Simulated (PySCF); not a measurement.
Species: C9H10.
SMILES with atom numbers: `[CH:1]#[C:2]/[CH:3]=[CH:4]\[C:5]([CH:6]=[CH2:7])=[CH:8]/[CH3:9]` (hydrogens: H10 on C1; H11 on C3; H12 on C4; H13 on C6; H14, H15 on C7; H16 on C8; H17, H18, H19 on C9)

Theory: PBE0-D3(BJ)/def2-SVP geometry optimisation, gas phase (PySCF 2.14.0).

(1) What internal coordinates does the optimisation give?

## Answers

(1) 
| bond | length (Å) | order |
| --- | --- | --- |
| C1≡C2 | 1.216 | triple |
| C2–C3 | 1.419 | single |
| C3=C4 | 1.355 | double |
| C4–C5 | 1.459 | single |
| C5–C6 | 1.477 | single |
| C6=C7 | 1.337 | double |
| C5=C8 | 1.359 | double |
| C8–C9 | 1.488 | single |
| C1–H10 | 1.074 | single |
| C3–H11 | 1.096 | single |
| C4–H12 | 1.092 | single |
| C6–H13 | 1.095 | single |
| C7–H14 | 1.093 | single |
| C7–H15 | 1.094 | single |
| C8–H16 | 1.096 | single |
| C9–H17, C9–H18, C9–H19 | 1.101 | single |

Bonds in one row agree within 0.01 Å and their mean is given. Orders are formal, as drawn. A selection of angles:
| angle | degrees |
| --- | --- |
| C2–C1–H10 | 178.2 |
| C1–C2–C3 | 175.4 |
| C2–C3–C4 | 128.9 |
| C2–C3–H11 | 114.3 |
| C4–C3–H11 | 116.8 |
| C3–C4–C5 | 129.3 |
| C3–C4–H12 | 115.0 |
| C5–C4–H12 | 115.7 |
| C4–C5–C6 | 119.4 |
| C4–C5–C8 | 121.3 |
| C6–C5–C8 | 119.3 |
| C5–C6–C7 | 124.9 |
| C5–C6–H13 | 116.2 |
| C7–C6–H13 | 118.9 |
| C6–C7–H14 | 121.0 |
| C6–C7–H15 | 121.7 |
| H14–C7–H15 | 117.3 |
| C5–C8–C9 | 128.7 |
| C5–C8–H16 | 116.1 |
| C9–C8–H16 | 115.2 |
| C8–C9–H17 | 114.0 |
| C8–C9–H18 | 110.1 |
| C8–C9–H19 | 110.7 |
| H17–C9–H18 | 107.3 |
| H18–C9–H19 | 106.0 |

Torsions: C2–C3–C4–C5 2° (synperiplanar); C3–C4–C5–C6 11° (synperiplanar); C4–C5–C6–C7 -140° (anticlinal); C4–C5–C8–C9 4° (synperiplanar). The mirror-image conformer, all signs reversed, is as good.

The C–C distances run from 1.216 Å (C1≡C2, drawn triple) to 1.488 Å (C8–C9, drawn single), a spread of 0.272 Å. Of the pairs four or more bonds apart, H12···H17 is among the closest relative to their van der Waals radii: 1.98 Å, 82 % of the sum of Bondi's values.

Point group: C1 (no symmetry element, even within 0.4 Å). No PBE0-D3(BJ)/def2-SVP frequencies stand behind this structure, so it isn't proved a minimum. The numbers are those of one conformer.

Rough CPU time on one thread of a shared machine: about 7 min. This is the geometry optimisation.
